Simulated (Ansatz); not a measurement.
Isolated molecules relaxed with PBE0-D4/def2-TZVP in Ansatz; ΔE leaves out vibrations. CBS: MP2 limit from def2 TZ/QZ plus the TZ coupled-cluster correction, frozen cores. DFT in def2-TZVPP. B3LYP here is the variant with VWN-RPA as its local correlation; programs differ in this. For Zn outer-core shells are correlated without core-valence functions, which leaves a few kJ/mol of doubt a bond. Scalar relativity is left out up to krypton. Each species was taken in one conformer, which may not be the lowest.

Consider the substitution at a C–Zn bond: `CS[CH2][ZnH]` + CH₃NH₂ → `CNCSC` + `[ZnH2]`.

CCSD(T)/CBS gives +44.7 kJ/mol.

**Question.** Another level gave +38.5 kJ/mol. Which?
A. B3LYP/def2-TZVPP
B. MP2/def2-TZVPP
C. HF/def2-TZVPP
D. ωB97X-V/def2-TZVPP

**Answer.** A. B3LYP 38.5, ωB97X-V 33.9, HF/def2-TZVPP 28.4, MP2/def2-TZVPP 45.1 kJ/mol.

Largest T1 diagnostic among the species: 0.016.

The D4 term adds −3.7 kJ/mol with B3LYP and −2.2 kJ/mol with PBE0; it sums over pairs of atoms, weighted by their polarisabilities, and B3LYP, whose exchange is more repulsive, gets the larger term. In def2-TZVPP, CCSD(T) changes the Hartree–Fock value by +10.9 kJ/mol (the triples alone add +0.6 kJ/mol) and MP2 by +16.8 kJ/mol.
